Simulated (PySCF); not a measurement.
# Stretching CaBe

Set-up: basis Ca x2c-SVPall, Be x2c-SVPall; spin-free X2C with a Gaussian nucleus; PySCF 2.14. Energies in eV from Ca + Be in their ground configurations at the same level. State: ¹Σ⁺ (singlet), closed shell.

All columns are PBE0. A positive dipole means Ca(−)Be(+).

```tsv
R (Å)	E (eV)	μ (D)	Mulliken charge on Ca (basis-dependent)	HOMO (eV)	LUMO (eV)	Mayer bond order	⟨S²⟩
2.902	-0.109	-0.72	-0.07	-3.97	-1.85	0.80	0.00
3.038	-0.188	-0.79	-0.05	-4.02	-1.76	0.73	0.00
3.172	-0.229	-0.85	-0.02	-4.08	-1.73	0.66	0.00
3.274	-0.243	-0.89	-0.01	-4.12	-1.72	0.61	0.00
3.375	-0.246	-0.91	0.01	-4.15	-1.71	0.55	0.00
3.476	-0.241	-0.92	0.02	-4.18	-1.71	0.50	0.00
3.611	-0.227	-0.92	0.03	-4.22	-1.69	0.44	0.00
3.780	-0.204	-0.91	0.04	-4.26	-1.68	0.37	0.00
3.982	-0.171	-0.86	0.04	-4.30	-1.65	0.30	0.00
4.253	-0.130	-0.76	0.04	-4.34	-1.61	0.21	0.00
```

A fit through these points gives, at Re = 3.359 Å, μ = -0.90 D and dμ/dR = -0.187 D/Å; the reduced mass is 7.354 u.

Task: How strong is the fundamental in the double-harmonic approximation, I = 42.26·(dμ/dR)²/μred km/mol?

Result: I = 42.26·(-0.187)²/7.354 = 0.201 km/mol at PBE0.

Closed-shell solutions of metal pairs were not tested for spin polarisation, which can lower them a little. The bond is weak. Basis-set superposition, not corrected here, can be much of De in a small basis, most of all at correlated wavefunction levels. Functionals without a dispersion term scatter widely for such bonds, and LDA overbinds them.
